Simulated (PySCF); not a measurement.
Compound: C5H7ClN2Si.
Bonds: Si1–N2, N2–C3, C3–C4 (aromatic), C4–C5 (aromatic), C5–C6 (aromatic), C6–Cl7, C6–N8 (aromatic), N8–C9 (aromatic), C3–C9 (aromatic). Hydrogens: H10, H11, H12 on Si1; H13 on N2; H14 on C4; H15 on C5; H16 on C9.

Probes without a nucleus sit at each ring's centroid and 1 Å off its mean plane on both sides; NICS is minus the shielding there, NICSzz its component along the normal. Level: GIAO PBE0/pcSseg-1 (PySCF, non-relativistic, gas phase) on the GFN2-xTB geometry, one conformer.

Ring bond lengths (Å), with Mayer bond orders in brackets: C3–C4 1.399 (1.34), C4–C5 1.380 (1.48), C5–C6 1.390 (1.28), C6–N8 1.315 (1.48), N8–C9 1.317 (1.52), C9–C3 1.400 (1.30).

What do the NICS probes read (ppm)?

```tsv
ring	type	NICS(0)	NICS(1), two faces	NICS(1)zz, two faces	rms pucker (Å)	centre to ring atoms, mean (Å)
C3–C4–C5–C6–N8–C9	6-membered ring with N; formal bonds all aromatic	-8.0	-10.2 / -10.2	-24.0 / -24.0	0.00	1.37
```

What do they say, and how far can they be read as aromaticity?

- C3–C4–C5–C6–N8–C9: mean NICS(1)zz -24.0 ppm, shielded, aromatic by this magnetic criterion (flat ring, no four-coordinate atom).

And the bond-length index? Use HOMA with the parameters of Krygowski (1993).

- C3–C4–C5–C6–N8–C9: HOMA 0.98; the largest term is that of C9–C3, α(R − Ropt)² = 0.04. The geometric and the magnetic index point the same way.

At the second NICS(1) probe listed for ring C3–C4–C5–C6–N8–C9, 1 Å off the ring, how large is the induced field along the normal in 1 T applied along it?

NICSzz × B0 = -24.0 ppm × 1 T = -24 μT, against the applied field.

How shielded are the nuclei of the rings and their hydrogens (means over atoms taken as equivalent)?

```csv
atoms,environment,σ isotropic (ppm),"principal values of the symmetric part, first atom (ppm)"
C3,aromatic carbon bearing nitrogen,40.5,"-49.6, 14.2, 156.8"
C4,aromatic CH carbon,62.2,"-30.1, 44.7, 171.9"
C5,aromatic CH carbon,57.5,"-43.2, 56.5, 159.2"
C6,aromatic C–Cl carbon,36.0,"-55.7, 68.1, 95.6"
N8,pyridine-type nitrogen,-86.7,"-360.5, -154.9, 255.4"
C9,aromatic CH next to a ring nitrogen,44.8,"-39.4, 47.9, 126.1"
H14,aromatic hydrogen,24.70,"20.5, 24.1, 29.5"
H15,aromatic hydrogen,24.42,"20.4, 23.8, 29.1"
H16,aromatic hydrogen,23.71,"19.0, 23.8, 28.2"
```

The run took 35 s wall on one thread, Arm Neoverse V1 (aarch64), no GPU, on a shared host, and the process peaked at 0.90 GiB of memory. This is the whole shielding run at PBE0/pcSseg-1, SCF included.

Conformer computed: `[SiH3:1][NH:2][c:3]1[cH:4][cH:5][c:6]([Cl:7])[n:8][cH:9]1`: Si1–N2–C3–C4 2°.
